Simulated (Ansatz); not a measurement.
# Two structures, one formula

Two relaxed structures of CH$_{2}$SSe, singlet (PBE0-D4/def2-TZVP; forces vanish, vibrations not checked).

A:

```xyz
5
angstrom
S -0.8477 -1.6553 -0.2871
C -0.6283 -0.2085 0.4498
Se 0.6162 0.9917 -0.0360
H 0.0873 -1.7255 -1.2994
H 1.2962 0.3109 -1.1918
```

B:

```json
{"atom": "S1", "x (Å)": "0.7433", "y (Å)": "1.0918", "z (Å)": "0.2223"}
{"atom": "C2", "x (Å)": "-0.3194", "y (Å)": "-0.2351", "z (Å)": "0.3798"}
{"atom": "Se3", "x (Å)": "-0.7858", "y (Å)": "-1.4406", "z (Å)": "-0.8171"}
{"atom": "H4", "x (Å)": "-0.7267", "y (Å)": "-0.2770", "z (Å)": "1.3897"}
{"atom": "H5", "x (Å)": "1.0645", "y (Å)": "0.8809", "z (Å)": "-1.0691"}
```

Program: Ansatz 0.2.0. Basis: def2-TZVPP. Cores are frozen in the correlated methods. Filled d shells of the heavier atoms are correlated. The def2 sets are not built for correlating such inner shells, so the correlated values are less sure here. B3LYP uses VWN-RPA correlation.

**Question.** Which structure is lower at CCSD(T), and by how much? (An estimate is asked for; the value comes from the calculation.)

**Answer.** By the calculation: B, by 38.89 kcal/mol (electronic energy, against the other). By their contacts, A is CH₂SSe ([SH][C][SeH]) and B is CH₂SSe ([SH][CH][Se]).

All methods give the same order:

```json
{"method": "PBE-D4", "E(B) − E(A) (kcal/mol)": "-37.04"}
{"method": "r2SCAN-D4", "E(B) − E(A) (kcal/mol)": "-37.62"}
{"method": "PBE0-D4", "E(B) − E(A) (kcal/mol)": "-38.05"}
{"method": "B3LYP-D4", "E(B) − E(A) (kcal/mol)": "-37.96"}
{"method": "wB97M-V", "E(B) − E(A) (kcal/mol)": "-37.09"}
{"method": "HF", "E(B) − E(A) (kcal/mol)": "-36.18"}
{"method": "MP2", "E(B) − E(A) (kcal/mol)": "-42.98"}
{"method": "CCSD", "E(B) − E(A) (kcal/mol)": "-38.39"}
{"method": "CCSD(T)", "E(B) − E(A) (kcal/mol)": "-38.89"}
```

No T1 diagnostic of these runs exceeds 0.019. The restricted Hartree–Fock reference is unstable towards an unrestricted one at one or more of these structures.

Labels in which every atom is bracketed show which atoms are joined, not bond orders.

For scale, one of the runs: CCSD(T)/def2-TZVPP, 149 basis functions, launched by `ansatz run in.yaml --threads 2 --pin off --events-out ev --progress --plain --max-ram 4352MiB`. Time: 46 s of wall clock on 2 CPU threads of an Arm Neoverse N1; the host was shared. Peak host memory: 0.94 GiB.
